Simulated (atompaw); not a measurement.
Before and after: PAW (atompaw) potential for sulfur

S, PAW, made with atompaw 4.2.0.5 (PBE, scalar-relativistic). Core [Ne], reference 3s2 3p4. Waves: 3s (bound): rc 1.20 bohr; 3s channel at -0.4 Ry: rc 1.20 bohr; 3p (bound): rc 1.10 bohr; 3p channel at 4.1 Ry: rc 1.10 bohr. Local part: bessel scheme, radius 1.05 bohr. Core correction: smooth core density matched at 0.95 bohr. Augmentation charge: sinc compensation charge, radius 1.20 bohr; PAW radius 1.20 bohr; waves and projectors: custom polynom2 7 10 vanderbiltortho.

Change: local potential troulliermartins scheme with l = 2 at 0 Ry, radius 1.05 bohr.

Cutoffs: the cutoffs (Ry, on a coarse ladder) from which the occupation-weighted sum of valence levels, in a spherical-Bessel basis at the reference potential, stays within 10 and 1 mRy of its value at 400 Ry; they do not see the model core or the augmentation charge, which bear on the density cutoff.

Question: What does the change do?

Answer: The potential gets harder (25 Ry and 300 Ry → 30 Ry and 300 Ry); a bound ghost appears in s, which as a rule spoils a file. A state that the projectors do not describe sees the local part alone, so a deeper or shallower local part can create or remove a ghost.

```csv
quantity,base,changed
"cutoff, loose",25 Ry,30 Ry
"cutoff, tight",300 Ry,300 Ry
loose cutoff by channel (10 mRy a level),"s 18 Ry, p 10 Ry","s 6 Ry, p 10 Ry"
bound ghosts,none,s
s: phases at 1.20 bohr within 0.05 rad from the reference energy up to (Ry; the scan ends near 5),n/a,to the end of the scan
p: phases at 1.20 bohr within 0.05 rad from the reference energy up to (Ry; the scan ends near 5),to the end of the scan,to the end of the scan
lowest overlap eigenvalue by channel,"s 0.21, p 0.68","s 0.14, p 0.64"
```

 A true bound ghost makes a file unfit for plane-wave use even where its test errors are small: the radial tests pick states by their node count and pass the ghost by. The cutoffs see the waves, projectors and local potential, not the compensation charge or the core.
